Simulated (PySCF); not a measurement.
Compound: C2H10GeSi.
SMILES with atom numbers: `[CH3:1][CH2:2][GeH2:3][SiH3:4]` (hydrogens: H5, H6, H7 on C1; H8, H9 on C2; H10, H11 on Ge3; H12, H13, H14 on Si4)

Jobs on this species (14 atoms, 68 electrons) with PySCF (density fitting). Hardware of each: one thread of an Arm Neoverse V1 (shared host). Other jobs ran on the host; a repeat could differ by tens of per cent or more. Peak memory is the resident size of the whole Python process, interpreter and libraries included.

```csv
level and settings,work,basis functions,SCF cycles,wall time,peak memory
"delta-SCF UKS SCAN, def2-TZVP on the ionised atom, pcseg-1 elsewhere, spin-free X2C","ΔSCF core ionisation, 4 holes",142,?,?,?
"delta-SCF UKS SCAN, pcX-2 on the ionised atom, pcseg-1 elsewhere, non-relativistic","ΔSCF core ionisation, 4 holes",165,?,?,?
"delta-SCF UKS SCAN, pcX-1 on the ionised atom, pcseg-1 elsewhere, spin-free X2C","ΔSCF core ionisation, 4 holes",145,55,24 s,0.47 GiB
"delta-SCF UKS PBE, pcX-2 on the ionised atom, pcseg-1 elsewhere, spin-free X2C","ΔSCF core ionisation, 4 holes",165,54,18 s,0.54 GiB
"delta-SCF UKS PBE0, pcX-2 on the ionised atom, pcseg-1 elsewhere, spin-free X2C","ΔSCF core ionisation, 4 holes",165,50,36 s,0.66 GiB
"delta-SCF UKS B3LYP, pcX-2 on the ionised atom, pcseg-1 elsewhere, spin-free X2C","ΔSCF core ionisation, 4 holes",165,53,38 s,0.66 GiB
"delta-SCF UKS SCAN, pcX-2 on the ionised atom, pcseg-1 elsewhere, spin-free X2C","ΔSCF core ionisation, 4 holes",165,56,29 s,0.54 GiB
"delta-SCF UKS HF, pcX-2 on the ionised atom, pcseg-1 elsewhere, spin-free X2C","ΔSCF core ionisation, 4 holes",165,51,23 s,0.56 GiB
"PBE0-D3(BJ)/def2-SVP, grid level 1",geometry optimisation from a GFN2-xTB start shaken at random,128,49,66 s,0.50 GiB
```

Fill in the missing figures.

- delta-SCF UKS SCAN, def2-TZVP on the ionised atom, pcseg-1 elsewhere, spin-free X2C; ΔSCF core ionisation, 4 holes: 27 s, 0.46 GiB, 54 SCF cycles
- delta-SCF UKS SCAN, pcX-2 on the ionised atom, pcseg-1 elsewhere, non-relativistic; ΔSCF core ionisation, 4 holes: 28 s, 0.64 GiB, 56 SCF cycles

What do all jobs in the table cost together?

About 4.8 min; the longest takes about 23 % of that, and about 3.7 times as long as the shortest.
